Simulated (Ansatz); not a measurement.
`[GaH2][Te][GeH3]` + `PP` → `P[PH][GaH2]` + `[GeH3][TeH]` at 700 K and 1 bar (ligand exchange at a Ga–Te bond).

Isolated molecules relaxed with PBE0-D4/def2-TZVP in Ansatz; ΔE leaves out vibrations. CBS: MP2 limit from def2 TZ/QZ plus the TZ coupled-cluster correction, frozen cores. This one scheme is used for every species. Elements past krypton have def2 core potentials. For Ga, Ge, Te outer-core shells are correlated without core-valence functions, which leaves a few kJ/mol of doubt a bond. Scalar relativity is left out up to krypton. One conformer a species, not always the lowest.

```json
{"species": "`[GaH2][Te][GeH3]`", "CCSD(T)/CBS energy (Eh)": "-4270.82186", "H − E (kJ/mol)": "170.9", "S (J/(mol·K))": "487.3"}
{"species": "`PP`", "CCSD(T)/CBS energy (Eh)": "-684.26248", "H − E (kJ/mol)": "137.7", "S (J/(mol·K))": "339.9"}
{"species": "`P[PH][GaH2]`", "CCSD(T)/CBS energy (Eh)": "-2608.80809", "H − E (kJ/mol)": "176.7", "S (J/(mol·K))": "434.8"}
{"species": "`[GeH3][TeH]`", "CCSD(T)/CBS energy (Eh)": "-2346.24724", "H − E (kJ/mol)": "128.8", "S (J/(mol·K))": "384.0"}
```

H − E and S are ideal-gas, rigid-rotor, harmonic terms from PBE0-D4/def2-TZVP, for one conformer and one mirror image of each species. 1 Eh = 2625.50 kJ/mol, R = 8.31446 J/(mol·K).

**Question.** By hand: ΔE, ΔH, ΔS and ΔG.

**Answer.** ΔE = (-2608.80809) + (-2346.24724) − (-4270.82186) − (-684.26248) = 0.02901 Eh = 76.2 kJ/mol. Δ(H − E) = 176.7 + 128.8 − 170.9 − 137.7 = -3.1, so ΔH = 73.1 kJ/mol. ΔS = 434.8 + 384.0 − 487.3 − 339.9 = -8.4 J/(mol·K). ΔG = 73.1 − 700 × (-8.4)/1000 = 79.0 kJ/mol.

**Question.** By hand: the equilibrium constant, and the temperature at which ΔG would vanish if ΔH and ΔS stayed fixed.

**Answer.** log₁₀ K = −ΔG/(RT ln 10) = -5.9. ΔH and −TΔS have one sign here, so there is no such temperature.

The number of gas molecules stays the same, so ΔS is small and ΔH decides. A doubt of 5 kJ/mol in ΔE shifts log₁₀ K by 0.4 here. Other conformers and mirror images would add mixing entropy, several J/(mol·K) or more a flexible species. Modes under 60 cm⁻¹, often nearly free rotors, make the harmonic entropy too high. These are equilibria of isolated gas molecules and say nothing of rates. Largest T1 diagnostic: 0.014 (customary marks: 0.02 for closed shells, 0.045 for open ones).

ΔS is within the doubt of such terms, so its sign, and with it that verdict, could turn.
